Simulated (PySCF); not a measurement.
Ir⁺ (iridium, charge +1): UHF calculation

Configuration: [Xe] 4f14 5d8, high-spin 3F determinant (an excited configuration). Computed with PySCF 2.14 in aug-cc-pwCVDZ-PP with ECP60MDF (6s6p5d3f, 70 functions), with scalar relativity through the core potential.

| Property | Result |
| --- | --- |
| Total energy | -103.334719 hartree |
| One-electron energy | -176.4896 hartree |
| Hartree (Coulomb) energy | 82.8364 hartree |
| Exchange energy | -9.6815 hartree |
| ⟨S²⟩ | 2.0039 |
| ⟨L²⟩ | 12.039 |
| Sum of ⟨r⟩ | 22.80 bohr |
| Sum of ⟨r²⟩ | 39.04 bohr² |

```
shell  electrons  mean orbital energy (hartree)  spread (hartree)  rms radius, mean of both spins (bohr)
 5s α          1                       -4.45027                 0                                   1.07
 5s β          1                       -4.34933                 0                                   1.07
 5p α          3                       -2.73508                 0                                   1.23
 5p β          3                       -2.59220                 0                                   1.23
 5d α          5                       -0.69715           0.03671                                   1.86
 5d β          3                       -0.63755                 0                                   1.86
```

Energies and moments cover only the electrons outside the core potential. Spin-orbit coupling, absent here, splits the open shell strongly.
